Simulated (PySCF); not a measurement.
Al(H)(Vi)(OEt), C4H9AlO, SMILES C=[CH][AlH][O]CC (GFN2-xTB optimised geometry):

```
15

Al    -0.719     1.681     0.000
H     -1.516     2.990     0.000
C      1.268     1.681     0.000
C      1.982     0.556     0.010
H      1.821     2.621    -0.007
H      3.066     0.532     0.010
H      1.498    -0.412     0.018
O     -1.658     0.329    -0.001
C     -2.385    -0.864     0.004
C     -1.462    -2.074     0.084
H     -3.066    -0.860     0.864
H     -2.985    -0.916    -0.913
H     -0.866    -2.023     0.992
H     -2.047    -2.990     0.092
H     -0.793    -2.085    -0.774
```

Calculation: PySCF with PBE0/def2-TZVP.

Q: What are the frontier orbital energies and the dipole moment?

A: HOMO-2 -8.27 eV, HOMO-1 -7.83 eV, HOMO -7.45 eV, LUMO -1.03 eV, LUMO+1 0.63 eV; dipole moment 1.24 D.

Meta-Löwdin charges at PBE0/def2-TZVP: Al1 0.83, H2 -0.17, C3 -0.40, C4 -0.21, H5 0.12, H6 0.12, H7 0.11, O8 -0.63, C9 0.04, C10 -0.35, H11 0.10, H12 0.11, H13 0.12, H14 0.12, H15 0.12.
